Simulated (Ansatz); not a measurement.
Geometry optimisation, RKS PBE-D4/STO-3G in Ansatz.

Input file:

```yaml
crystal:
  periodic: [false, false, false]
  atoms:
    - { symbol: O, position_ang: [-0.889, 1.0752, 2.5987] }
    - { symbol: Si, position_ang: [0.1323, 0.4284, 1.4387] }
    - { symbol: B, position_ang: [-0.4405, -1.4533, 0.9622] }
    - { symbol: Si, position_ang: [-0.6595, 0.0174, -0.3795] }
    - { symbol: Si, position_ang: [0.7098, -0.1365, -2.0925] }
    - { symbol: H, position_ang: [-0.8626, 2.1124, 2.4394] }
    - { symbol: H, position_ang: [-0.96974, 0.33859, 3.25519] }
    - { symbol: H, position_ang: [-0.4487, -2.576, 1.2735] }
    - { symbol: H, position_ang: [-2.156, 0.3091, -0.5473] }
    - { symbol: H, position_ang: [2.043, -0.4641, -1.5296] }
    - { symbol: H, position_ang: [0.2557, -1.1759, -2.9866] }
    - { symbol: H, position_ang: [0.7832, 1.1717, -2.7557] }
basis:
  gaussian: { orbitals: STO-3G }
hamiltonian:
  xc: pbe
  dispersion: d4
relax:
  f_tol: 0.02
  max_steps: 50
```

Launched with:

```bash
$ ansatz run input.yaml --threads 1 --pin off --max-ram 2048MiB --backend cpu --events-out ev --progress --plain --runs-dir out
```

Task: Where does it end, and by what steps?

Result: It converged. Limits of this set-up: minimal basis. After 20 steps the energy has fallen by 3.878 eV; H8 moved furthest, 1.60 Å.

```
step  energy less start (eV)  largest force component (eV/Å)  accepted
   0                  0.0000                           5.369       yes
   1                 -1.8085                           2.254       yes
   2                 -2.8356                           1.323       yes
   3                 -3.1960                           2.292       yes
   4                 -3.3949                           0.816       yes
   5                 -3.5269                           0.630       yes
   6                 -3.6251                           0.413       yes
   7                 -3.6950                           0.453       yes
   8                 -3.7304                           0.518       yes
   9                 -3.7602                           1.096       yes
  10                 -3.7939                           1.059       yes
  11                 -3.8198                           0.829       yes
  12                 -3.8266                           0.745       yes
  13                 -3.8653                           0.222       yes
  14                 -3.8737                           0.133       yes
  15                 -3.8757                           0.089       yes
  16                 -3.8735                           0.177        no
  17                 -3.8769                           0.025       yes
  18                 -3.8773                           0.054       yes
  19                 -3.8776                           0.050       yes
  20                 -3.8778                           0.018       yes
```

```xyz
12
Properties=species:S:1:pos:R:3
O -0.847 1.249 2.593
Si 0.479 0.679 1.156
B -0.403 -0.994 1.230
Si -0.757 -0.684 -0.541
Si 0.712 -0.101 -2.141
H -0.298 1.285 3.468
H -1.256 0.291 2.667
H -1.236 -1.376 1.986
H -2.093 -0.788 -1.134
H 2.087 -0.152 -1.664
H 0.626 -1.004 -3.284
H 0.482 1.242 -2.659
```

Run time: 66 s on 1 thread of Arm Neoverse V1 (shared host), peak memory 0.13 GiB.
